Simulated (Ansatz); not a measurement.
Ansatz results at the PBE0-D4/def2-TZVP geometry: HOMO energy (B3LYP/def2-TZVPP) -6.41 eV; HOMO–LUMO gap (ωB97M-V/def2-TZVPP) 10.65 eV; HOMO–LUMO gap (B3LYP/def2-TZVPP) 5.92 eV.

Problem. Which molecule gave them?
A. `C1=[CH][GeH2][S]C1`
B. `C=C(O)OCF`
C. `BC1=NC([SiH3])C1`
D. `C=C(C)C(C)C`

Solution. A. The others give `BC1=NC([SiH3])C1`: -7.45, 9.50, 4.65; `C=C(O)OCF`: -6.44, 11.55, 7.24; `C=C(C)C(C)C`: -6.81, 11.85, 7.14.

B3LYP here is the variant with VWN-RPA as its local correlation; programs differ in this.
